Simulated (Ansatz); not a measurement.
Steps of a relaxation of CH4BrInO2, SMILES `C[O][In]([OH])[Br]` with RKS PBE0-D4/def2-TZVP.

```sh
$ ansatz run in.yaml --threads 2 --pin off --events-out ev --progress --plain --max-ram 22528MiB --backend cuda --devices 0, --max-vram 18GiB
```

```yaml
crystal:
  periodic: [false, false, false]
  atoms:
    - {symbol: C, position_ang: [-1.543970, -0.575980, -0.281220]}
    - {symbol: O, position_ang: [-0.231210, -0.322480, -0.707660]}
    - {symbol: In, position_ang: [1.170270, 0.506530, 0.451660]}
    - {symbol: O, position_ang: [2.870690, 0.878590, -0.412330]}
    - {symbol: Br, position_ang: [0.606780, 0.850130, 2.830870]}
    - {symbol: H, position_ang: [-1.631590, -0.682520, 0.806520]}
    - {symbol: H, position_ang: [-1.856190, -1.519090, -0.738920]}
    - {symbol: H, position_ang: [-2.213820, 0.224910, -0.608560]}
    - {symbol: H, position_ang: [2.829040, 0.639910, -1.340370]}
basis:
  gaussian: {orbitals: def2-TZVP}
hamiltonian: {xc: pbe0, dispersion: d4}
relax: {f_tol: 0.005, max_steps: 150}
```

Positions (Å) and forces (eV/Å) along the path, 7 of 7 steps:

```xyz
9
step=1 energy=-80406.9908 eV
C    -1.544   -0.576   -0.281    0.180   -0.092    0.021
O    -0.231   -0.322   -0.708    0.587    0.321    0.231
In    1.170    0.507    0.452   -0.880   -0.316    0.188
O     2.871    0.879   -0.412    0.358    0.135    0.000
Br    0.607    0.850    2.831    0.117   -0.020   -0.326
H    -1.632   -0.683    0.807   -0.083    0.014    0.021
H    -1.856   -1.519   -0.739   -0.187   -0.002    0.013
H    -2.214    0.225   -0.609   -0.124   -0.013    0.008
H     2.829    0.640   -1.340    0.033   -0.026   -0.155
9
step=2 energy=-80407.0146 eV
C    -1.546   -0.581   -0.280    0.051   -0.037   -0.015
O    -0.233   -0.322   -0.712    0.081    0.054    0.029
In    1.145    0.487    0.446   -0.089   -0.111   -0.266
O     2.874    0.887   -0.388    0.064    0.021   -0.022
Br    0.640    0.862    2.783   -0.033    0.053    0.251
H    -1.637   -0.692    0.807   -0.010    0.001    0.015
H    -1.882   -1.516   -0.740   -0.041    0.003    0.007
H    -2.224    0.220   -0.595   -0.035    0.010   -0.005
H     2.863    0.656   -1.321    0.012    0.005    0.006
9
step=3 energy=-80407.0187 eV
C    -1.550   -0.585   -0.284   -0.006   -0.011    0.003
O    -0.238   -0.323   -0.721    0.002    0.007    0.012
In    1.137    0.478    0.438    0.020   -0.007   -0.053
O     2.876    0.889   -0.381   -0.011   -0.002    0.009
Br    0.660    0.878    2.796    0.000    0.005    0.019
H    -1.637   -0.697    0.804   -0.001   -0.002    0.001
H    -1.893   -1.517   -0.744   -0.002    0.000    0.001
H    -2.232    0.217   -0.592   -0.006    0.006   -0.004
H     2.877    0.661   -1.316    0.004    0.004    0.012
9
step=4 energy=-80407.0191 eV
C    -1.556   -0.587   -0.283   -0.009    0.002    0.008
O    -0.245   -0.323   -0.724   -0.001   -0.001    0.002
In    1.137    0.476    0.428    0.004    0.001   -0.005
O     2.882    0.891   -0.374   -0.016   -0.007   -0.005
Br    0.669    0.881    2.790   -0.001   -0.001   -0.002
H    -1.640   -0.701    0.805    0.003    0.000   -0.002
H    -1.900   -1.519   -0.744    0.006    0.000   -0.001
H    -2.239    0.215   -0.589    0.003    0.001    0.000
H     2.893    0.666   -1.309    0.010    0.005    0.006
9
step=5 energy=-80407.0192 eV
C    -1.557   -0.587   -0.282   -0.006    0.001    0.004
O    -0.248   -0.323   -0.726    0.001   -0.001   -0.005
In    1.136    0.476    0.423    0.005    0.003    0.004
O     2.884    0.891   -0.372   -0.009   -0.004   -0.005
Br    0.666    0.880    2.785   -0.001   -0.001   -0.003
H    -1.638   -0.702    0.806    0.001    0.001   -0.001
H    -1.902   -1.519   -0.742    0.002    0.001    0.000
H    -2.241    0.215   -0.585    0.002   -0.001    0.001
H     2.901    0.669   -1.307    0.004    0.003    0.005
9
step=6 energy=-80407.0190 eV rejected
C    -1.558   -0.587   -0.282    0.032    0.002   -0.008
O    -0.248   -0.323   -0.728   -0.034   -0.005    0.010
In    1.136    0.474    0.422    0.005    0.003   -0.004
O     2.883    0.891   -0.372   -0.004    0.024    0.107
Br    0.664    0.879    2.784    0.000   -0.001   -0.002
H    -1.636   -0.701    0.807   -0.001    0.000    0.000
H    -1.903   -1.519   -0.740   -0.002    0.000    0.001
H    -2.242    0.215   -0.584    0.003    0.001   -0.001
H     2.904    0.670   -1.306    0.001   -0.025   -0.103
9
step=7 energy=-80407.0192 eV
C    -1.557   -0.587   -0.282    0.000    0.000    0.000
O    -0.248   -0.323   -0.727    0.000    0.000   -0.001
In    1.136    0.475    0.422    0.000    0.000    0.000
O     2.883    0.891   -0.371   -0.001    0.000    0.000
Br    0.664    0.880    2.784   -0.001    0.000   -0.001
H    -1.637   -0.702    0.807    0.000    0.000    0.000
H    -1.903   -1.519   -0.741    0.000    0.000    0.001
H    -2.241    0.215   -0.585    0.000    0.000    0.001
H     2.903    0.669   -1.307    0.001    0.000    0.000
```

It took 11 s on 2 threads of an AMD EPYC 7R13 on a shared host and a share of an NVIDIA H100 80 GB, with 0.94 GiB of host memory at the peak.
